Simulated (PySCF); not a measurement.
**Scandium: a sound run and one with changed settings**

Sound run: Sc [Ar] 3d1 4s2, Sc⁺ [Ar] 3d1 4s1. Calculation: PySCF 2.14, in aug-cc-pVDZ (7s6p4d2f, 59 functions); no relativity, point nucleus. In the sound run the correlated levels freeze [Ar]. The sound run starts from symmetry-adapted Hartree-Fock orbitals and uses a fine grid where one is needed.

Changed run: all electrons correlated in a basis built for the valence shell.

```tsv
species	method	sound run (hartree)	changed run (hartree)	converged
Sc	MP2	-759.76465	-759.93218	yes
Sc⁺	MP2	-759.54323	-759.70226	yes
```

Ionisation energy of Sc:

```
 method  sound run (eV)  changed run (eV)
    UHF           5.368             5.368
    MP2           6.025             6.257
SCS-MP2           6.157             6.329
```

A valence basis has no tight correlating functions, so it recovers only part of the core correlation, and not evenly between atom and ion.

For comparison, NIST gives 6.561 eV between the lowest levels.
